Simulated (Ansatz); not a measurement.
Cost and result for the atomization energy of `O[Si](F)(F)[SiH3]` (9 atoms, 8 bonds).

```xyz
9

O    -0.2921    0.6941    1.7743
Si   -0.5977   -0.3127    0.5411
F    -0.4407   -1.8238    1.0170
F    -2.1232   -0.1921    0.1017
Si    0.8369    0.1749   -1.2266
H    -0.7946    0.6324    2.5892
H     0.5483   -0.7472   -2.3543
H     2.2420   -0.0040   -0.7817
H     0.6211    1.5783   -1.6607
```

The species carries charge 0 and has multiplicity 1. The geometry is a stationary point of PBE0-D4/def2-TZVP. It is one conformer, not always the lowest. Program: Ansatz. Hardware: A = 2 threads of an AMD EPYC 7R13 on a shared host; B = 2 threads of an AMD EPYC 7R13 on a shared host and a share of an NVIDIA H100 80 GB. Times are those of one run each, without the atoms' runs, and a repeat can differ threefold. Electronic energies, without spin–orbit coupling; frozen cores. CCSD(T)/CBS extrapolates def2-TZVPP and def2-QZVPP, and its time is that of the two runs behind it. T1 = 0.013. HSE06 is the plane-wave form, built on full-range PBE exchange.

CCSD(T)/CBS is a level of theory with its own doubt, some kJ/mol a heavy atom from the limit and from the frozen cores, so smaller differences don't rank the functionals.

```tsv
level	functions	wall time
BLYP-D4/def2-TZVPP [A]	233	2.5 s
PBE-D4/def2-TZVPP (with forces) [A]	233	3 s
CCSD(T)/def2-TZVPP [B]	233	3.6 s
BHLYP-D4/def2-TZVPP [A]	233	4 s
HSE06-D4/def2-TZVPP [A]	233	4.1 s
CCSD(T)/def2-SVP [A]	98	5.5 s
r2SCANh-D4/def2-TZVPP [A]	233	6 s
r2SCAN-D4/def2-TZVPP (with forces) [A]	233	6 s
B2PLYP/def2-TZVPP [A]	233	6.5 s
PBE-QIDH/def2-TZVPP [A]	233	7.5 s
B97M-V/def2-TZVPP [A]	233	8.5 s
CCSD(T)/def2-QZVPP [B]	431	18 s
CCSD(T)/CBS(def2)	–	21 s
```

**Question.** What atomization energy does each give, and how far from CCSD(T)/CBS? (Estimate.)

**Answer.** The calculation gave: 
```csv
level,atomization (kJ/mol),difference from CCSD(T)/CBS,per bond
BLYP-D4/def2-TZVPP [A],3315.6,-51.5,-6.4
PBE-D4/def2-TZVPP (with forces) [A],3345.6,-21.5,-2.7
CCSD(T)/def2-TZVPP [B],3258.8,-108.3,-13.5
BHLYP-D4/def2-TZVPP [A],3225.5,-141.6,-17.7
HSE06-D4/def2-TZVPP [A],3285.1,-82.0,-10.2
CCSD(T)/def2-SVP [A],3056.0,-311.1,-38.9
r2SCANh-D4/def2-TZVPP [A],3313.5,-53.6,-6.7
r2SCAN-D4/def2-TZVPP (with forces) [A],3341.0,-26.1,-3.3
B2PLYP/def2-TZVPP [A],3298.2,-68.9,-8.6
PBE-QIDH/def2-TZVPP [A],3289.0,-78.1,-9.8
B97M-V/def2-TZVPP [A],3343.7,-23.4,-2.9
CCSD(T)/def2-QZVPP [B],3325.0,-42.1,-5.3
CCSD(T)/CBS(def2),3367.1,0.0,0.0
```

In def2-TZVPP, CCSD(T) changes the Hartree–Fock value by +780.9 kJ/mol (the triples alone add +43.1 kJ/mol) and MP2 by +860.2 kJ/mol; breaking electron pairs costs correlation energy, which Hartree–Fock lacks. From BLYP to BHLYP (50 % exact exchange), in def2-TZVPP and without D4, the atomization energy moves by −73.6 kJ/mol: exact exchange takes away binding that semilocal exchange gives to molecules. The D4 term adds +30.6 kJ/mol with B3LYP and +15.9 kJ/mol with PBE0; it sums over pairs of atoms, weighted by their polarisabilities, and B3LYP, whose exchange is more repulsive, gets the larger term.

B3LYP here is the variant with VWN-RPA as its local correlation; programs differ in this.
